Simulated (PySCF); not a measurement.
The numbers are results of PBE-D3(BJ)/def2-TZVP // B3LYP-D3(BJ)/def2-TZVP run with PySCF, not measurements. Gas-phase values, no solvent. One relaxed conformer stands for a flexible species; it need not be the lowest. Excitations are Tamm–Dancoff values on a coarser integration grid. The basis has no diffuse functions, so Rydberg states are missing or too high.

Reference species (SMILES): `[SH][Al]([SH])[SH]` (neutral, multiplicity 1).

| Quantity | Result |
|---|---|
| HOMO–LUMO gap | 5.01 eV |
| S1 oscillator strength | 0.000 |
| S1 excitation (TDA) | 5.05 eV |

Changed species: `[Al]([SH])([OH])[OH]` (1 of 3 OH replaced by SH; the reference has 3 of 3 OH replaced by SH).

**Question.** Predict the effect on the HOMO–LUMO gap, S1 oscillator strength and S1 excitation (TDA).

**Answer.** the HOMO–LUMO gap increases by 0.09 eV, to 5.10 eV; the S1 oscillator strength rises by 0.018, to 0.018; the S1 excitation (TDA) rises by 0.12 eV, to 5.17 eV.
